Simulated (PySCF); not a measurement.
**AlI⁺: frontier orbitals**

B97-3 at R = 2.416 Å; Al def2-SVP, I def2-SVP with ECP28; scalar-relativistic core potentials (PySCF 2.14). State: ²Σ⁺ (doublet), unpaired electrons σ ↑. Only the outer orbitals are listed, counted within each symmetry, core potentials removing the inner ones.

```
spin  orbital  occ.  ε (eV)  on Al (%)           main shells (%)
   α       7σ     1  -25.63          6                    93 I s
   α       8σ     1  -17.23         54           52 Al s, 40 I p
   α       4π     1  -13.77          9                    91 I p
   α       4π     1  -13.77          9                    91 I p
   α       9σ     1  -13.69         65  37 Al s, 35 I p, 28 Al p
   α       5π     0   -7.79         91                   91 Al p
   α       5π     0   -7.79         91                   91 Al p
   α      10σ     0   -5.16         93   77 Al p, 12 I p, 9 Al s
   β       7σ     1  -25.27          7                    92 I s
   β       8σ     1  -16.44         48           46 I p, 43 Al s
   β       4π     1  -13.66          8                    91 I p
   β       4π     1  -13.66          8                    91 I p
   β       9σ     0  -10.71         72  51 Al s, 28 I p, 20 Al p
   β       5π     0   -7.29         91                   91 Al p
   β       5π     0   -7.29         91                   91 Al p
```

Which are the highest filled and the lowest empty level, where do they sit, and how wide is the gap?

Highest filled β 4π at -13.66 eV (in %: 91 I p); lowest empty β 9σ at -10.71 eV (in %: 51 Al s, 28 I p, 20 Al p); the gap at B97-3 is 2.95 eV.

```
bond order (Mayer)                                                                                                : 1.48
⟨S²⟩                                                                                                              : 0.754
charge on Al (Mulliken, basis-dependent)                                                                          : 0.87
charge on Al (Löwdin, basis-dependent)                                                                            : 0.69
dipole moment (positive dipole points towards I; it is taken about the centre of mass and depends on that origin) : -7.48 D
```

Spin–orbit coupling is left out. The state was picked by a PBE0 search and need not be the measured ground state.
